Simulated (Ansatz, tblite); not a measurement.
Forces on Pd₄⁺ at its B3LYP-D4/def2-SVP geometry. Charge 1, multiplicity 2.

In the def2 sets Pd takes a core potential; there is no spin–orbit coupling. The xTB rows come from tblite. At PBE0-D4/def2-TZVP the charge 1 doublet is spin-contaminated (final ⟨S²⟩ up to 1.78, 0.75 for a pure state). The order of the spin states hangs on the level: the quartet lies 0.42 eV below the doublet at PBE0-D4/def2-TZVP, but 0.14 eV above it at GFN1-xTB. The structure comes from a short search, and lower isomers may exist.

GFN1-xTB (tblite), largest force 1.09 eV/Å:

```xyz
4
positions Å, forces eV/Å
Pd   -1.206    1.035    0.074   -0.826    0.709    0.050
Pd    1.020    0.455   -1.133    0.698    0.312   -0.777
Pd    0.749   -0.043    1.404    0.515   -0.030    0.964
Pd   -0.564   -1.447   -0.345   -0.387   -0.991   -0.237
```

GFN2-xTB (tblite), largest force 0.27 eV/Å:

```
Pd 0.204 -0.175 -0.013
Pd -0.172 -0.077 0.191
Pd -0.126 0.007 -0.237
Pd 0.095 0.244 0.058
```

PBE0-D4/def2-TZVP (Ansatz), largest force 0.50 eV/Å:

```
Pd 0.378 -0.325 -0.024
Pd -0.320 -0.143 0.355
Pd -0.234 0.013 -0.439
Pd 0.177 0.454 0.108
```
